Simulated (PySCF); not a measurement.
HCl, charge +1, doublet, geometry from GFN2-xTB (a state made from the parent by changing its charge; the spin is typed, not shown lowest); PBE/aug-cc-pVDZ in PySCF.

Input for PySCF:
```python
from pyscf import gto, scf, dft

mol = gto.Mole()
mol.atom = '''
    Cl   -0.00000000   -0.00000000   -0.07394818
    H     0.00000000    0.00000000    1.25711911
'''
mol.basis = 'aug-cc-pvdz'
mol.charge = 1
mol.spin = 1
mol.verbose = 4
mol.build()

mf = dft.UKS(mol)
mf.xc = 'pbe'
mf.grids.atom_grid = (99, 590)
mf.grids.prune = None
mf.kernel()
```

It wrote (shortened):

```
PySCF version 2.14.0

[INPUT] verbose = 4
[INPUT] num. atoms = 2
[INPUT] num. electrons = 17
[INPUT] charge = 1
[INPUT] spin (= nelec alpha-beta = 2S) = 1
[INPUT] symmetry False subgroup None
[INPUT] Mole.unit = angstrom
[INPUT] Symbol           X                Y                Z      unit          X                Y                Z       unit  Magmom
[INPUT]  1 Cl     0.000000000000   0.000000000000  -0.073948180000 AA    0.000000000000   0.000000000000  -0.139741807610 Bohr   0.0
[INPUT]  2 H      0.000000000000   0.000000000000   1.257119110000 AA    0.000000000000   0.000000000000   2.375610823857 Bohr   0.0

nuclear repulsion = 6.75849572236126
number of shells = 13
number of NR pGTOs = 61
number of NR cGTOs = 36
basis = aug-cc-pvdz
ecp = {}

******** <class 'pyscf.dft.uks.UKS'> ********
method = UKS
initial guess = minao
damping factor = 0
level_shift factor = 0
DIIS = <class 'pyscf.scf.diis.CDIIS'>
diis_start_cycle = 1
diis_space = 8
diis_damp = 0
SCF conv_tol = 1e-09
SCF conv_tol_grad = None
SCF max_cycles = 50
direct_scf = True
direct_scf_tol = 1e-13
number electrons alpha = 9  beta = 8
XC library pyscf.dft.libxc version 7.1.2
    S. Lehtola, C. Steigemann, M. J. T. Oliveira, and M. A. L. Marques,  SoftwareX 7, 1–5 (2018)
XC functionals = pbe
    J. P. Perdew, K. Burke, and M. Ernzerhof,  Phys. Rev. Lett. 77, 3865 (1996)
    J. P. Perdew, K. Burke, and M. Ernzerhof,  Phys. Rev. Lett. 78, 1396 (1997)
    J. P. Perdew, K. Burke, and M. Ernzerhof,  Phys. Rev. Lett. 77, 3865 (1996)
    J. P. Perdew, K. Burke, and M. Ernzerhof,  Phys. Rev. Lett. 78, 1396 (1997)
radial grids:
    Treutler-Ahlrichs [JCP 102, 346 (1995); DOI:10.1063/1.469408] (M4) radial grids

becke partition: Becke, JCP 88, 2547 (1988); DOI:10.1063/1.454033
pruning grids: None
grids dens level: 3
symmetrized grids: False
atomic radii adjust function: <function treutler_atomic_radii_adjust>
User specified grid scheme (99, 590)
small_rho_cutoff = 0
Set gradient conv threshold to 3.16228e-05
tot grids = 116824
init E= -460.57244872246

cycle= 1 E= -460.128075468181  delta_E= 0.444  |g|= 0.179  |ddm|= 0.881
cycle= 2 E= -460.143792544422  delta_E= -0.0157  |g|= 0.118  |ddm|= 0.313
cycle= 3 E= -460.15133382306  delta_E= -0.00754  |g|= 0.0126  |ddm|= 0.132
cycle= 4 E= -460.151412135565  delta_E= -7.83e-05  |g|= 0.00739  |ddm|= 0.0202
cycle= 5 E= -460.151450366816  delta_E= -3.82e-05  |g|= 0.00115  |ddm|= 0.00725
cycle= 6 E= -460.151451223361  delta_E= -8.57e-07  |g|= 0.000143  |ddm|= 0.00102
cycle= 7 E= -460.151451244335  delta_E= -2.1e-08  |g|= 2.14e-05  |ddm|= 0.00023
cycle= 8 E= -460.151451245115  delta_E= -7.81e-10  |g|= 2.12e-06  |ddm|= 5.14e-05
Extra cycle  E= -460.151451245124  delta_E= -8.92e-12  |g|= 7.91e-07  |ddm|= 4.17e-06
converged SCF energy = -460.151451245124  <S^2> = 0.75246922  2S+1 = 2.0024677
```
